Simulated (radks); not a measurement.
Neutral bromine inside a hard spherical wall (all orbitals vanish at R), configuration held at [Ar] 3d10 4s2 4p5 and not refilled when levels cross. Method: scalar-relativistic Kohn-Sham, PBEsol, spin-unpolarised, spherical densities, finite nucleus; Fermi nuclear charge, rms radius 4.1629 fm; computed with a radial shooting solver on a logarithmic mesh with Libxc functionals. Eigenvalues in eV, with the zero of energy where the potential of the charges vanishes at infinity; a dash marks a level that is unbound or too diffuse for the functional's potential to be trusted. A positive occupied level is held by the wall or, in an anion where self-interaction has pushed it up, behind a barrier. The pressure on the wall is -dE/dV.

| R (bohr) | E (hartree) | kinetic (hartree) | e(3p) | e(3d) | e(4s) | e(4p) | e(5s, empty) | e(5p, empty) | pressure (GPa) |
|---|---|---|---|---|---|---|---|---|---|
| free | -2604.66883 | 2660.733 | -173.26 | -66.713 | -20.133 | -7.855 | - | - | 0 |
| 12 | -2604.66883 | 2660.733 | -173.26 | -66.713 | -20.133 | -7.855 | -0.190 | 1.178 | < 0.0001 |
| 10 | -2604.66880 | 2660.734 | -173.25 | -66.710 | -20.131 | -7.853 | 0.098 | 1.859 | 0.000884 |
| 8 | -2604.66831 | 2660.739 | -173.21 | -66.671 | -20.099 | -7.822 | 0.951 | 3.507 | 0.0289 |
| 7 | -2604.66645 | 2660.755 | -173.11 | -66.566 | -20.014 | -7.739 | 1.980 | 5.255 | 0.172 |
| 4 | -2604.41699 | 2662.133 | -168.18 | -61.685 | -16.367 | -3.643 | 21.015 | 30.286 | 60.8 |
| 3.5 | -2604.08523 | 2663.640 | -164.30 | -57.852 | -13.370 | -0.050 | 34.392 | 45.861 | 191 |
| 3 | -2603.26419 | 2666.922 | -157.55 | -51.217 | -7.544 | 7.018 | 59.046 | 73.357 | 659 |
| 2.5 | -2601.09629 | 2674.532 | -145.81 | -39.701 | 4.915 | 21.968 | 107.86 | 125.79 | 2600 |
| 2 | -2594.67478 | 2694.835 | -123.99 | -18.119 | 36.165 | 58.121 | 215.82 | 237.72 | 12900 |
| 1.5 | -2571.10398 | 2763.565 | -75.133 | 32.586 | 137.34 | 167.98 | 502.67 | 524.22 | 94300 |
